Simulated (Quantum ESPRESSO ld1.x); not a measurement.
One sound ld1.x (Quantum ESPRESSO 7.5) input for neutral selenium gives E = -2428.303 hartree in 39 iterations:

```
 &input
    zed=34.0,
    iswitch=1,
    rel=1,
    dft='PBESOL',
    config='[Ar] 3d10 4s2 4p4',
    verbosity='high',
    prefix='ld1',
    max_out_wfc=37,
    file_charge='ld1.rho',
 /
```

Changed or added lines, one case at a time, and what came of them:

- relpert=.true.: refused. The program stops in ld1_readin with "perturbative SO-splitting for AE calculations with rel=0 only": the perturbative correction needs rel = 0.
- dx=0.003: refused. The program stops in do_mesh with "ndmx is too small": the mesh holds 3500 points at most, so dx, xmin and rmax must fit that.
- beta=0.001: not converged. So little new potential is mixed in that the limit of 200 iterations comes first; the energy is off by +0.1943 hartree.
- lsd=1 dft='PW91': silently wrong. The run ends normally, but in this build (ld1.x 7.5) Etot and Exc of a spin-polarised run lack the gradient corrections of exchange and correlation and come out near their LSDA values (nitrogen, PBE: -54.132 hartree against -54.536 from two other codes). The eigenvalues and orbitals are those of the GGA; the energies must not be used.
- config='[Ar] 3d10 4s2 4p4 3f1': refused. The program stops in el_config with "main/angular quantum number mismatch": l must be smaller than n.
- config='[Ar] 3d10 4s2 4p4 4p4': refused. The program stops in el_config with "wavefunction 4P found too many times": a shell may stand twice only as spin up and down (lsd = 1) or as its two j (rel = 2, l > 0), within their capacities.
- atom='Xx' (without zed): crashed. The symbol names no element; the program warns, takes a nuclear charge of zero and dies without a result.
